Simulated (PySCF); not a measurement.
# Computed spin Hamiltonian

C4H3F2N2 (doublet state).
Atom-mapped SMILES: `[F:1][C:2]1=[CH:3][N:4]=[CH:5][C@H:6]([F:7])[N:8]1` (hydrogens: H9 on C3; H10 on C5; H11 on C6)

Computed, not measured: UKS B3LYP, pcH-1 on C F H N, non-relativistic, mean-field spin-orbit, GIAO (PySCF). The structure is a single GFN2-xTB conformer in the gas phase; no vibrational or solvent corrections. A GFN2-xTB geometry isn't a minimum of the functional, and hyperfine couplings can be far from their values at a DFT geometry. The SCF solution wasn't tested for stability.

```
g1, g2, g3                      : 2.00194, 2.00279, 2.00301
g_iso                           : 2.00258
Form of g                       : rhombic: the two nearest values differ by 20 % of g3 − g1
⟨S²⟩                            : 0.7677 (exact 0.7500)
α and β electrons               : 30, 29
HOMO–LUMO gap, α and β orbitals : 5.07, 3.40 eV
Basis functions                 : 230
```

Isotropic coupling and dipolar principal values T1 to T3, in 10⁻⁴ cm⁻¹; ρ(0) is the spin density at the nucleus (1 × 10⁻⁴ cm⁻¹ = 2.998 MHz):

```csv
atom,isotope,a_iso,T1,T2,T3,Mulliken spin population,ρ(0) (bohr⁻³)
F1,19F,-5.1,-9.9,-1.1,11.0,0.00,-0.0036
C2,13C,-9.3,-4.6,0.4,4.2,-0.05,-0.0249
C3,13C,14.6,-13.8,-13.4,27.2,0.48,0.0389
N4,14N,4.0,-4.6,0.4,4.2,-0.06,0.0370
C5,13C,12.7,-11.2,-10.8,22.0,0.40,0.0339
C6,13C,-7.1,-1.8,-0.6,2.5,-0.01,-0.0190
F7,19F,59.0,-22.8,-21.7,44.5,0.03,0.0420
N8,14N,3.5,-3.9,-3.6,7.5,0.22,0.0329
H9,1H,-7.0,-6.5,-1.0,7.5,-0.02,-0.0047
H10,1H,-7.9,-5.2,-0.9,6.0,-0.02,-0.0053
H11,1H,26.1,-1.0,-0.5,1.5,0.03,0.0175
```

Largest spin populations (Mulliken): C3 (+0.48), C5 (+0.40) and N8 (+0.22). Three atoms exceed +0.15.

N8, the radical centre as drawn in `FC1=CN=C[C@H](F)[N]1`, holds a spin population of +0.22 out of 1.

Under fast tumbling the dipolar parts average out, and these isotropic splittings remain (the largest six): 1 × 19F (F7, I = 1/2, 2 lines) with 6.31 mT, 1 × 1H (H11, I = 1/2, 2 lines) with 2.79 mT, 1 × 1H (H10, I = 1/2, 2 lines) with 0.85 mT, 1 × 1H (H9, I = 1/2, 2 lines) with 0.75 mT, 1 × 19F (F1, I = 1/2, 2 lines) with 0.54 mT and 1 × 14N (N4, I = 1, 3 lines) with 0.43 mT.

The 13C coupling of C3 (43.8 MHz) shows only in satellite lines or after enrichment, since that isotope makes up about 1.07 % of natural carbon.

β density exceeds α density at some nuclei, such as C2 (-0.0249), C6 (-0.0190) and H10 (-0.0053), spin density in bohr⁻³. In a single determinant that takes different orbitals for the two spins, that is spin polarisation.
